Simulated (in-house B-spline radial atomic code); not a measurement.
Values are calculated unless marked as measured or tabulated.
**C6 from the polarisability at imaginary frequency: Hg**

LDA exchange-only linear response of the closed shell [Xe] 4f14 5d10 6s2, from a B-spline radial code for spherical atoms; scalar-relativistic (spin-free one-electron X2C), finite nucleus, no spin-orbit coupling; shells from n = 4 respond.

The dispersion coefficient of two like species is C6 = (3/π) ∫ α(iu)² du from 0 to ∞.

| u (hartree) | α(iu) (bohr³) |
| --- | --- |
| 0 | 36.42 |
| 0.03 | 36.01 |
| 0.07 | 34.34 |
| 0.12 | 31.1 |
| 0.2 | 25.4 |
| 0.3 | 19.61 |
| 0.45 | 14.04 |
| 0.7 | 9.203 |
| 1 | 6.332 |
| 1.5 | 3.973 |
| 2.5 | 2.048 |
| 5 | 0.7408 |

(1) Fit one oscillator, α(iu) = α(0)/(1 + u²/ω²), through u = 0.3 and estimate C6.

(2) How does that compare with the full integral?

Results:

(1) From α(0)/α(iu) − 1 = 36.42/19.61 − 1 = 0.8572, ω = u/√0.8572 = 0.3240 hartree (8.8 eV). London's formula gives C6 = (3/4) α(0)² ω = 0.75 × 36.42² × 0.3240 = 322.3 hartree·bohr⁶, and the oscillator holds f = α(0) ω² = 3.82 electrons, of a sum of oscillator strengths of 58.8.

(2) The program's quadrature over all excitations gives C6 = 358.4, so the single oscillator is off by -10.1 %. At the last point the fit gives α = 0.152 against 0.741: higher excitations, and deeper shells where there are any, keep the true curve higher at large u.
